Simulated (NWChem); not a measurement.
TaNHClF2; SMILES [F][Ta]([Cl])(=[NH])[F]

```xyz
6

Ta     0.0237     0.1534     0.0000
N     -1.6036     0.7948     0.0000
H     -2.5399     1.1818     0.0000
F      0.8706     0.7876     1.5523
F      0.8706     0.7876    -1.5523
Cl    -0.1492    -2.1516     0.0000
```
Atoms are numbered in this order, from 1.

Program: NWChem. Structure relaxed at the PBE0/def2-SVP level. def2 effective core potentials on Ta; no spin-orbit coupling. B3LYP is NWChem's, with the RPA form of VWN correlation. Field at 589 nm.

Problem. Estimate the computed values for B3LYP/def2-SVPD. Quantities: isotropic polarisability (bohr³); anisotropy (bohr³).

Solution. 
| Item | Value |
|---|---|
| isotropic polarisability (bohr³) | 61.7 |
| anisotropy (bohr³) | 20.1 |
